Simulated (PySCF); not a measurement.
Isomers of C7H5N. Theory: PBE0-D3(BJ)/def2-SVP geometry optimisation, gas phase (PySCF 2.14.0). Energies are electronic, without zero-point or thermal terms, for one conformer each. No frequencies were run at this level. Point groups hold within 0.08 Å.

**Question.** Order them by energy at this level, lowest first, and give relative energies in kcal/mol.
A. `C#Cc1ccccn1` (2-ethynylpyridine)
B. `[CH:1]#[C:2]/[CH:3]=[C:4](/[C:5]#[N:6])[CH:7]=[CH2:8]` with C3–C4–C7–C8 180°
C. 3-ethynylpyridine (`C#CC1=CC=CN=C1`)

**Answer.** C (0.0), A (1.3), B (38.3).

As drawn, the lowest has an aromatic ring, which the highest lacks; the highest has a C≡N group and a C=C bond outside aromatic rings, which the lowest lacks. Neighbours under 2.5 kcal/mol apart (C#Cc1cccnc1 and C#Cc1ccccn1) can change places with a better method, another conformer or zero-point energy.

```json
{"SMILES": "C#Cc1cccnc1", "E (Eh)": "-323.81972", "E rel (kcal/mol)": "0.0", "dipole (D)": "1.97", "point group": "Cs", "A, B, C (MHz)": "5871, 1552, 1228"}
{"SMILES": "C#Cc1ccccn1", "E (Eh)": "-323.81771", "E rel (kcal/mol)": "1.3", "dipole (D)": "2.31", "point group": "Cs", "A, B, C (MHz)": "5880, 1579, 1245"}
{"SMILES": "C#C/C=C(/C#N)C=C", "E (Eh)": "-323.75863", "E rel (kcal/mol)": "38.3", "dipole (D)": "3.80", "point group": "Cs", "A, B, C (MHz)": "3689, 1365, 996.5"}
```

**Question.** As an exercise, what shares would exp(−E/RT) give at 298.15 K from these electronic energies alone (no entropy, no degeneracies)?

**Answer.** RT = 0.592 kcal/mol: C#Cc1cccnc1 89.4 %, C#Cc1ccccn1 10.6 %, C#C/C=C(/C#N)C=C under 0.1 %.
